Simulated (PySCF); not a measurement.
# BF₄⁻: from structure and modes to constants

These are results of PBE0 in PySCF with B def2-SVPD, F def2-SVPD; no relativity; density-fitted integrals, not measurements.

The singlet minimum has Td symmetry. Masses (u): B 11.00930, F 18.99840.

```xyz
5
charge -1 multiplicity 1, angstrom
B     0.0000    0.0000    0.0000
F    -0.8135   -0.8135   -0.8135
F     0.8135    0.8135   -0.8135
F    -0.8135    0.8135    0.8135
F     0.8135   -0.8135    0.8135
```

Harmonic wavenumbers (cm⁻¹): 344.6 (e, ×2), 509.6 (t2, ×3), 750.9 (a1, ×1), 1079.5 (t2, ×3).

Find the principal moments of inertia and the rotational constants. What kind of rotor is it?

About the centre of mass I = 100.58, 100.58, 100.58 u Å². With B = 16.8576/I this gives 0.1676, 0.1676, 0.1676 cm⁻¹. The molecule is a spherical top.

What is the harmonic zero-point energy?

Half the sum of all 9 wavenumbers, 6207/2 = 3104 cm⁻¹, which is 37.1 kJ/mol (1 cm⁻¹ = 0.0119627 kJ/mol).

Find the vibrational entropy and heat capacity at 298.15 K.

With u = 1.43878 ω/T, each mode gives S = R[u/(eᵘ−1) − ln(1−e⁻ᵘ)] and C = R u² eᵘ/(eᵘ−1)².
```tsv
ω (cm⁻¹)	u	S (J/(mol K))	C (J/(mol K))
344.6 (×2)	1.663	4.98	6.64
509.6 (×3)	2.459	2.66	5.14
750.9	3.624	1.05	3.08
1079.5 (×3)	5.209	0.28	1.25
```
The sums over all modes are S = 19.8 and C = 35.5 J/(mol K); the softest mode gives 25 % of the entropy (each member, where degenerate).

Only a few start shapes were tried, so a lower isomer may exist. The lowest empty level of this anion is unbound, so it and the gap depend on the basis.
